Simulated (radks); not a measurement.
Question: The mean radii <r> (bohr) of the occupied orbitals of an atom or ion are listed with their occupations. Calculated with a radial shooting solver on a logarithmic mesh with Libxc functionals: Dirac Kohn-Sham, PW91, spin-unpolarised, spherical densities, finite nucleus; Fermi nuclear charge, rms radius of each element as measured or else 0.836 A^(1/3) + 0.57 fm.

orbital  occ.      <r>
1s1/2       2  0.02457
2s1/2       2   0.1047
2p1/2       2  0.08794
2p3/2       4  0.09414
3s1/2       2   0.2783
3p1/2       2   0.2681
3p3/2       4   0.2802
3d3/2       4   0.2513
3d5/2       6   0.2552
4s1/2       2   0.6373
4p1/2       2   0.6560
4p3/2       4   0.6833
4d3/2       4   0.7387
4d5/2       6   0.7484
5s1/2       2    1.515
5p1/2       2    1.693
5p3/2       4    1.771
4f5/2       1    1.081
5d3/2       1    2.529

Name the element and its charge. Open shells, if any, fill j = l - 1/2 first.

Answer: Z = 58, cerium, charge +2: Ce2+ in [Xe] 4f1 5d1. The 1s radius gives Z: for a bare nucleus <r> = (2 gamma + 1)/(2Z) with gamma = sqrt(1 - (Z/c)^2), 0.02424 bohr for Z = 58, and screening makes it slightly larger (0.02457 here). The occupations add up to 56, and the charge is Z minus that.
